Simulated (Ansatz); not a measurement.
Computed with Ansatz.

`[SH][Sn]([Cl])[Cl]` radical. Charge 0, multiplicity 2. Sn takes the def2 core potential. The structure was optimised at the PBE0-D4/def2-TZVP level. It is one conformer, not always the lowest.

```xyz
5

S     0.678   -1.660    0.040
Sn   -0.825    0.234    0.105
Cl   -0.845    0.959    2.327
Cl    0.106    1.953   -1.193
H     0.885   -1.485   -1.279
```

Problem. What is the dipole moment at r2SCAN/def2-TZVPP? (An estimate is asked.)

Solution. The calculation gave: 2.39 D, with components (-0.93, -1.65, -1.46) D in this frame, pointing from negative to positive charge.

Problem. And with PBE, B3LYP, ωB97M-V? (Best estimate.)

Solution. The calculation gave: PBE 2.27 D, B3LYP 2.43 D, ωB97M-V 2.45 D.

Problem. Give the Mulliken charges with r2SCAN, PBE, ωB97M-V in def2-TZVPP. (An estimate is asked.)

Solution. The calculation gave: 
```json
{"atom": "S1", "r2SCAN": "-0.29", "PBE": "-0.28", "ωB97M-V": "-0.27"}
{"atom": "Sn2", "r2SCAN": "0.84", "PBE": "0.77", "ωB97M-V": "0.76"}
{"atom": "Cl3", "r2SCAN": "-0.34", "PBE": "-0.31", "ωB97M-V": "-0.31"}
{"atom": "Cl4", "r2SCAN": "-0.34", "PBE": "-0.32", "ωB97M-V": "-0.31"}
{"atom": "H5", "r2SCAN": "0.13", "PBE": "0.13", "ωB97M-V": "0.14"}
```

B3LYP here is the variant with VWN-RPA as its local correlation; programs differ in this.
